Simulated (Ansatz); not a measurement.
`C[SiH](F)BS` + `CCS` → `CCBS` + `C[SiH](F)S`  (formal exchange of groups at a B–Si bond)

Calculated with Ansatz (gas phase, PBE0-D4/def2-TZVP geometries, no zero-point term in ΔE). CCSD(T)/CBS is the MP2 limit (def2-TZVPP, def2-QZVPP) plus CCSD(T) − MP2 in def2-TZVPP, frozen cores. This one scheme is used for every species. Functionals use def2-TZVPP. One conformer a species, not always the lowest.

| species | r2SCANh energy (Eh) |
| --- | --- |
| `C[SiH](F)BS` | -854.12708 |
| `CCS` | -477.97277 |
| `CCBS` | -503.44271 |
| `C[SiH](F)S` | -828.70917 |

Work out ΔE.

ΔE = (-503.44271) + (-828.70917) − (-854.12708) − (-477.97277) = -0.05203 Eh = -136.6 kJ/mol. CCSD(T)/CBS gives -132.1 kJ/mol.

Largest T1 diagnostic among the species: 0.014.

At CCSD(T), def2-SVP lies +5.2 kJ/mol from the extrapolated value and def2-TZVPP +0.6 kJ/mol. From PBE to PBE0 (25 % exact exchange), in def2-TZVPP and without D4, ΔE moves by −4.7 kJ/mol. Leaving LDA and LC-ωPBE aside and taking each functional with its dispersion term where it has one, the values, not all of them listed here, spread over 13.5 kJ/mol, from r2SCAN0-D4 to revPBE-D4. LDA lies −3.9 kJ/mol from PBE without D4.
